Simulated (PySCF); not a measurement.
# Spin-rotation constants: `C[C@@H]1OC=C1Br`, C₄H₅BrO

Cartesian coordinates in Å; atom numbers follow the order of the lines, from 1:
```xyz
11

C    -1.412   -0.204    0.361
C    -0.172   -0.255   -0.501
O     0.794   -1.258   -0.082
C     1.712   -0.255    0.138
C     0.916    0.755   -0.227
Br    1.012    2.613   -0.350
H    -1.135   -0.129    1.409
H    -2.002   -1.105    0.216
H    -2.006    0.664    0.084
H    -0.413   -0.392   -1.557
H     2.711   -0.431    0.483
```

Theory: GIAO HCTH407/pcSseg-0 magnetisability, rotational g tensor and spin-rotation constants, non-relativistic, gas phase in PySCF. Geometry: GFN2-xTB.

The calculation is non-relativistic, which matters for the atoms heavier than Zn.

(1) Give the nuclear spin-rotation constants along the inertial axes (H = +C I·J) beside the isotropic shieldings.

Answers

(1) Rotational constants 5.2363, 1.3418, 1.1138 GHz. A star marks the isotopologue with that one atom substituted, in its own axes.
```tsv
atom	isotope	Caa (kHz)	Cbb (kHz)	Ccc (kHz)	mean (kHz)	σ (ppm)
Br6	79Br	3.037	2.830	1.878	2.582	2166.8
H7	1H	-0.688	-0.153	0.023	-0.273	31.6
H8	1H	0.031	-0.143	-0.130	-0.081	31.2
H9	1H	-0.363	-0.051	-0.135	-0.183	31.7
H10	1H	-0.613	-0.152	0.070	-0.232	28.1
H11	1H	-0.578	0.081	-0.111	-0.202	26.8
C1	13C*	0.798	0.180	0.153	0.377	167.3
C2	13C*	1.152	0.340	0.324	0.605	92.5
O3	17O*	-1.290	-0.366	-0.163	-0.606	123.5
C4	13C*	2.221	0.499	0.299	1.006	25.9
C5	13C*	2.183	0.350	0.212	0.915	71.4
```
For the geometry as given, no vibrational averaging.
